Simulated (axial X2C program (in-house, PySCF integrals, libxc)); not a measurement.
CdB: cheaper levels and CCSD(T), with spin–orbit coupling

Calculated with an in-house relativistic program for diatomic molecules. Two-component (2c) means X2C with spin–orbit coupling and atomic mean-field two-electron Coulomb and Gaunt terms. Basis: Cd dyall-cv3z [12s12p8d5f3g], B dyall-v3z [7s6p2d1f] (cores contracted in-house); Gaussian nuclei, density fitting, unrestricted open shells. Masses: Cd 113.903 u, B 11.009 u.

State: Ω = 1/2 (⟨Sz⟩ = -0.46, ⟨Lz⟩ = 0.96 at HF); fragments Cd + B.

| level | Re (Å) | ωe (cm⁻¹) | De (eV) |
| --- | --- | --- | --- |
| PBE0 | 2.398 | 282.3 | 0.400 |
| PW91 | 2.347 | 313.6 | 0.550 |
| BLYP | 2.410 | 269.9 | 0.283 |
| r2SCAN | 2.339 | 319.2 | 0.351 |

Correlated methods: 15 electrons correlated (number of frozen shells: Cd 4 s, 3 p, 1 d; B 1 s), 253 virtual spin orbitals or spinors in MP2, 140 natural virtuals in coupled cluster.

CCSD(T), same Hamiltonian and basis:

Re = 2.437 Å, ωe = 236.2 cm⁻¹, De = 0.25 eV; T1 = 0.032 (Lee–Taylor normalisation).

Question: Give the differences from CCSD(T) in the columns below.

Answer: 

```tsv
level	ΔRe (Å)	Δωe (cm⁻¹)
PBE0	-0.039	46.1
PW91	-0.090	77.4
BLYP	-0.027	33.7
r2SCAN	-0.098	83.0
```

Occupations by symmetry block were frozen at the best pattern of an incomplete PBE0 search. De is counted from the lowest determinant-based energies of the atoms at the same level, without counterpoise correction. Density functionals use the spin component along the axis (collinear). CCSD and (T) use frozen natural virtuals with an MP2 correction for the truncation; (T) itself is uncorrected, so its De runs slightly low. The 2c atoms are single determinants rather than J levels; their spin–orbit lowering is only partly caught, and De is too large by that part. This holds for PBE0, PW91, BLYP, r2SCAN. PBE0 can misorder states that lie within some tenths of an eV, so this need not be the ground state of the molecule. The nearest other 2c determinant of the search, Ω = 3/2, lies 0.02 eV up at the distance of the search. The functionals have no current-density term, which raises determinants with orbital currents, atoms included. The atomic limit has a lower orbital projection than the molecule and lies lower at mean-field level, so De may be about a tenth of an eV too small. The levels of this run spread widely (ωe from 236 to 319 cm⁻¹), so these constants depend on the method. The bond is weak, and without diffuse functions and with truncated virtuals even CCSD(T) can be tens of per cent off in De.
